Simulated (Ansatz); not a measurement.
# Strength of the O–Al bond: how K changes with temperature for C2H9AlO ⇌ C2H6O + AlH3

Species: C2H9AlO `C[O+](C)[AlH3-]`, singlet; C2H6O (dimethyl ether) `COC`, singlet; AlH3 `[AlH3]`, singlet. 

The electronic reaction energy at CCSD(T)/CBS estimate is +109.1 kJ/mol. Shapes: PBE0-D4/def2-TZVP. Programs: Ansatz 0.2.0. Enthalpy and entropy come from rigid-rotor, harmonic-oscillator sums on unscaled PBE0-D4/def2-TZVP wavenumbers, ideal gases at 1 bar. Symmetry numbers: C2H9AlO 1, C2H6O 2, AlH3 6. R = 8.3145 J/(mol K).

| T (K) | ΔH (kJ/mol) | ΔS (J/(mol K)) |
| --- | --- | --- |
| 700 | +95.0 | +118.5 |
| 1000 | ? | ? |
| 1300 | +85.6 | +108.9 |

Work out ln K at 700 and 1300 K, and from these estimate it at 1000 K.


1. 700 K: ΔG = +95.0 − 700 × (+118.5)/1000 = +12.0 kJ/mol; ln K = −ΔG/RT = -2.06.
2. 1300 K: ΔG = +85.6 − 1300 × (+108.9)/1000 = -56.0 kJ/mol; ln K = −ΔG/RT = +5.18.
3. Slope against 1000/T: (+5.18 − (-2.06))/(0.7692 − 1.4286) = -10.98, that is −ΔH/R with ΔH near +91 kJ/mol.
4. 1000 K: ln K = -2.06 + (-10.98) × (1.0000 − 1.4286) = +2.65.

The full sums give ΔH = +90.4 kJ/mol, ΔS = +113.0 J/(mol K), ΔG = -22.6 kJ/mol and ln K = +2.72 at 1000 K, so the line is off by -0.07 in ln K; without rounding the miss is -0.09, from the change of ΔH with temperature. The products are favoured at 1 bar above about 800 K, give or take 85 K for 10 kJ/mol in the energy. The number of molecules rises, which sets the sign of ΔS, and lower pressure favours the products. An error of 10 kJ/mol in the energy moves ln K by 1.2 at 1000 K. Soft modes are treated as harmonic, which can err either way at these temperatures; the lowest are those of C2H9AlO (94 cm⁻¹), C2H6O (213 cm⁻¹). AlH3 would pair up to its dimer, which this equilibrium leaves out. The CBS estimate extrapolates MP2 from def2-TZVPP and def2-QZVPP and adds CCSD(T) − MP2 in the triple-zeta set, cores frozen.
